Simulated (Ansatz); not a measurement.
# A ladder of methods for SnF2 (SMILES [F][Sn][F])

The species is SnF2 (3 atoms), meant as a singlet with charge 0. SMILES: `[F][Sn][F]`. Geometry: a GFN2-xTB relaxation, a rough one for these elements and not checked as a minimum.

```xyz
3

Sn    0.0053   -0.0076   -0.8651
F     1.6183   -0.0212    0.4431
F    -1.6236    0.0288    0.4221
```

Quantity: the energy change with the Sn1–F3 bond stretched from 2.076 to 3.115 Å, in eV. The values are calculated.

```json
{"level": "HF/STO-3G (restricted)", "kind": "Hartree–Fock", "program": "Ansatz", "value (eV)": "5.90", "less FCI/STO-3G": "+3.01", "CPU time (all runs)": "1.3 s"}
{"level": "BLYP/STO-3G (restricted)", "kind": "GGA", "program": "Ansatz", "value (eV)": "4.07", "less FCI/STO-3G": "+1.18", "CPU time (all runs)": "6.9 s"}
{"level": "r2SCAN/STO-3G (restricted)", "kind": "meta-GGA", "program": "Ansatz", "value (eV)": "4.32", "less FCI/STO-3G": "+1.43", "CPU time (all runs)": "17 s"}
{"level": "r2SCAN0/STO-3G (restricted)", "kind": "hybrid meta-GGA", "program": "Ansatz", "value (eV)": "4.82", "less FCI/STO-3G": "+1.93", "CPU time (all runs)": "9.6 s"}
{"level": "wB97M-V/STO-3G (restricted)", "kind": "range-separated hybrid", "program": "Ansatz", "value (eV)": "5.11", "less FCI/STO-3G": "+2.22", "CPU time (all runs)": "47 s"}
{"level": "B2PLYP/STO-3G (restricted)", "kind": "double hybrid", "program": "Ansatz", "value (eV)": "4.30", "less FCI/STO-3G": "+1.41", "CPU time (all runs)": "5.9 s"}
{"level": "MP2/STO-3G (restricted)", "kind": "perturbation theory", "program": "Ansatz", "value (eV)": "4.12", "less FCI/STO-3G": "+1.23", "CPU time (all runs)": "2.2 s"}
{"level": "BCCD(T)/STO-3G (restricted)", "kind": "coupled cluster or CI", "program": "Ansatz", "value (eV)": "2.84", "less FCI/STO-3G": "-0.05", "CPU time (all runs)": "2.2 s"}
{"level": "CCSDT/STO-3G (restricted)", "kind": "coupled cluster or CI", "program": "Ansatz", "value (eV)": "2.90", "less FCI/STO-3G": "+0.01", "CPU time (all runs)": "3.5 s"}
{"level": "FCI/STO-3G", "kind": "exact in the basis", "program": "Ansatz", "value (eV)": "2.89", "less FCI/STO-3G": "0.00", "CPU time (all runs)": "7.8 s"}
```

FCI/STO-3G is exact within its basis and frozen core, so for wave-function methods in that basis the difference is their error; functionals converge differently with the basis, so for them it is only a difference. A spin-restricted reference rises too steeply as a bond breaks; here HF/STO-3G, BLYP/STO-3G, r2SCAN/STO-3G, r2SCAN0/STO-3G, wB97M-V/STO-3G, B2PLYP/STO-3G, MP2/STO-3G lie well above the multireference or unrestricted value. All-electron rows without a relativistic Hamiltonian named are non-relativistic. The first shape isn't each level's own minimum. The values span 2.84 to 5.90 eV. All rows use very small basis sets, so none should be taken for the real molecule's value. In the correlated wave-function rows the outer d shell of Sn is correlated, in sets not made for it. In so small a basis fixed costs decide the times, and correlated methods can beat functionals. CPU times are rough (shared hosts, several kinds of processor and program).
